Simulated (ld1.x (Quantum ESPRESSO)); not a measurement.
u(r) = r·R(r): atom against pseudo-atom (H)

Columns: radius, all-electron u(r) and pseudo u(r) of the 1s shell (level -9.49 eV) of hydrogen in the configuration 1s0.75; PBE, scalar-relativistic, TM scheme, ld1.x (Quantum ESPRESSO) 7.5.

```csv
r (bohr),all-electron,pseudo
0.068,0.1297,0.1040
0.135,0.2403,0.2041
0.202,0.3356,0.2993
0.270,0.4182,0.3888
0.338,0.4881,0.4692
0.405,0.5458,0.5379
0.473,0.5943,0.5962
0.540,0.6333,0.6420
0.608,0.6649,0.6774
0.675,0.6890,0.7024
0.742,0.7071,0.7190
0.810,0.7200,0.7291
0.878,0.7280,0.7340
0.945,0.7317,0.7351
1.013,0.7318,0.7333
1.080,0.7288,0.7293
1.148,0.7230,0.7231
1.215,0.7150,0.7150
1.283,0.7048,0.7048
1.350,0.6930,0.6930
1.418,0.6797,0.6797
1.485,0.6654,0.6654
1.553,0.6499,0.6499
1.620,0.6339,0.6339
1.688,0.6171,0.6171
1.755,0.6001,0.6001
```

How many radial nodes do the two functions have?

The all-electron 1s function has n − l − 1 = 0; the pseudo-wave has 0.

At about which radius was the pseudo-wave matched?

1.30 bohr. The columns agree to 0.0005 from 1.08 bohr on; several derivatives are matched, so the curves merge somewhat inside the radius.

Is the pseudo-wave norm-conserving?

Yes: the TM scheme keeps the norm inside the radius equal to the all-electron one, which fixes the energy derivative of the logarithmic derivative at the level.
